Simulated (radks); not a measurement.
Q: Sb III, configuration [Kr] 4d10 5s2 5p1. Calculated with a radial shooting solver on a logarithmic mesh with Libxc functionals: scalar-relativistic Kohn-Sham, r2SCAN, spin-polarised, spherical densities, finite nucleus; open shells are filled with parallel spins first (spin-orbit coupling, left out, can overturn this in heavy ions); meta-GGA in the generalised Kohn-Sham scheme; Fermi nuclear charge, rms radius 4.6802 fm. Some entries of the table are withheld. Estimate them.

orbital  occ.  eigenvalue (eV)  <r^2> (bohr^2)
1s up       1        -30378.63        0.001094
1s down     1        -30378.58        0.001094
2s up       1        -4654.554         0.01772
2s down     1        -4654.553         0.01772
2p up       3        -4177.503         0.01401
2p down     3        -4177.477         0.01401
3s up       1        -933.9198          0.1244
3s down     1        -933.8972          0.1244
3p up       3        -777.3148          0.1250
3p down     3        -777.2837          0.1250
3d up       5        -538.7857          0.1106
3d down     5        -538.7543          0.1106
4s up       1        -171.2296          0.7093
4s down     1        -171.1541          0.7097
4p up       3        -123.0792          0.8302
4p down     3        -123.0147          0.8299
4d up       5         -52.8411           1.242
4d down     5         -52.7114           1.229
5s up       1         -30.3228           5.000
5s down     1         -29.0410           4.891
5p up       1              (1)             (2)
5p down     0              (3)             (4)
5d up       0          -8.8444           15.84

A: 
(1) 5p up eigenvalue (eV): -20.6582
(2) 5p up <r^2> (bohr^2): 6.920
(3) 5p down eigenvalue (eV): -19.0800
(4) 5p down <r^2> (bohr^2): 6.574
